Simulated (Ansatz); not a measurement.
`B[SiH2]OCC` and `C#COCC` differ in one atom or group.

Ansatz, PBE0-D4/def2-TZVP geometries, multiplicity 1. Each molecule was computed in one conformer, which needn't be the lowest.

| property | `B[SiH2]OCC` |
| --- | --- |
| HOMO energy (PBE/def2-TZVPP) / eV | -6.24 |
| HOMO–LUMO gap (PBE0/def2-TZVPP) / eV | 5.21 |
| LUMO energy (B3LYP/def2-TZVPP) / eV | -2.61 |
| LUMO energy (PBE0/def2-TZVPP) / eV | -2.41 |
| LUMO energy (PBE/def2-TZVPP) / eV | -3.42 |
| size of the dipole moment (PBE/def2-TZVPP) / D | 1.08 |

(1) What does the change do to each property? (An estimate is asked.)

Results:

(1) The calculation gave: 
| property | `C#COCC` | shift |
| --- | --- | --- |
| HOMO energy (PBE/def2-TZVPP) / eV | -5.66 | 0.58 |
| HOMO–LUMO gap (PBE0/def2-TZVPP) / eV | 8.08 | 2.87 |
| LUMO energy (B3LYP/def2-TZVPP) / eV | 0.80 | 3.41 |
| LUMO energy (PBE0/def2-TZVPP) / eV | 1.14 | 3.55 |
| LUMO energy (PBE/def2-TZVPP) / eV | 0.28 | 3.70 |
| size of the dipole moment (PBE/def2-TZVPP) / D | 2.16 | 1.08 |

With PBE0 the HOMO rises by 0.68 eV and the LUMO rises by 3.55 eV, so the gap widens by about 2.87 eV. PBE moves the HOMO by 0.58 eV and ωB97M-V by 0.67 eV. Dipoles are sizes alone; their direction can turn.

B3LYP here is the variant with VWN-RPA as its local correlation; programs differ in this.
